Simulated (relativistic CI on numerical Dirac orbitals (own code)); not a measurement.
# In10+: sensitivity of the levels to the model

Base calculation: Dirac-Coulomb-Breit CI, orbitals from a KLI potential per configuration, model QED (radiative potential, 1s self-energy scaled to tabulated hydrogen-like ionisation energies), unscaled Slater integrals.

Configurations in the expansion (outside the closed core [Ar] 3d10): 4s²4p⁶4d³, 4s²4p⁵4d⁴, 4s²4p⁶4d²4f, 4s²4p⁶4d²5s, 4s4p⁶4d⁴, 4s²4p⁶4d²5p, 4s²4p⁶4d4f5s, 4s²4p⁶4d5s5p, 4s²4p⁶4d²5d, 4s4p⁶4d³4f, 4s²4p⁶4d4f², 4s²4p⁶4f³, 4s²4p⁶4f²5s, 4s²4p⁶4f²5p, 4s²4p⁶4f²5d, 4s²4p⁶4d5s², 4s²4p⁶4f5s², 4s²4p⁶5s²5p, 4s²4p⁶5s²5d, 4p⁶4d⁵, 4p⁵4d⁶, 4s²4p⁶4d4f5p, 4s²4p⁶4f5s5p, 4s²4p⁶4f5p², 4s²4p⁶4f5p5d, 4s²4p⁶4d5p², 4s²4p⁶5s5p², 4s²4p⁶5p³, 4s²4p⁶5p²5d. Double excitations out of closed p, d and f shells are left out; levels of such configurations are missing from the list, as are those of other unlisted configurations, and high levels can miss mixing partners. These lack a partner that the ground configuration has and come out too high: 4s4p⁶4d³4f.

The lowest level and the first level of each name with at least 55 % of one term (blank where a level has no safe partner in the second run):

| Level | Base (cm⁻¹) | Shift (cm⁻¹) |
| --- | --- | --- |
| 4s²4p⁶4d³ ⁴F3/2 | 0 | 0 |
| 4s²4p⁶4d³ ⁴F5/2 | 4608 | -4608 |
| 4s²4p⁶4d³ ⁴F7/2 | 9472 | -9472 |
| 4s²4p⁶4d³ ⁴F9/2 | 14059 | -14059 |
| 4s²4p⁶4d³ ⁴P3/2 | 21230 | -3600 |
| 4s²4p⁶4d³ ⁴P1/2 | 22536 | -4905 |
| 4s²4p⁶4d³ ⁴P5/2 | 28960 | -11329 |
| 4s²4p⁶4d³ ²G7/2 | 29420 | -7169 |
| 4s²4p⁶4d³ ²P1/2 | 36879 | -9467 |
| 4s²4p⁶4d³ ²D5/2 | 42218 | -13489 |
| 4s²4p⁶4d³ ²H11/2 | 42835 | -11915 |
| 4s²4p⁶4d³ ²H9/2 | 43938 | -13018 |
| 4s²4p⁶4d³ ²P3/2 | 47437 |  |
| 4s²4p⁶4d³ ²F7/2 | 57278 | -9703 |
| 4s²4p⁶4d³ ²F5/2 | 57792 | -10217 |
| 4s²4p⁵4d⁴ ⁶D°7/2 | 472984 | -28331 |
| 4s²4p⁵4d⁴ ⁶D°5/2 | 474034 | -29381 |
| 4s²4p⁵4d⁴ ⁶D°9/2 | 474278 | -29624 |
| 4s²4p⁶4d²5s ⁴F3/2 | 475654 | +35175 |
| 4s²4p⁵4d⁴ ⁶D°3/2 | 476959 | -32306 |
| 4s²4p⁶4d²5s ⁴F5/2 | 478377 | +32453 |
| 4s²4p⁵4d⁴ ⁶D°1/2 | 481318 | -36664 |

At this charge energies of transitions that change n are usually good to better than 1 %, and those within a shell (Δn = 0) to a few per cent. Terms inside the open d or f shell come out 10 to 20 % too wide with unscaled integrals.

Question: One thing was changed in a second run, which moved the levels as shown. Which?
A. P86 correlation estimate
B. QED terms removed
C. configuration mixing switched off
D. Breit term removed
E. non-relativistic limit

Answer: E. Non-relativistic limit. Without relativity the fine structure collapses and s electrons lose their extra binding.

LS names give the leading component of a level, which can be under half, so a name can repeat, a term be missing and a line seem to break the LS rules.
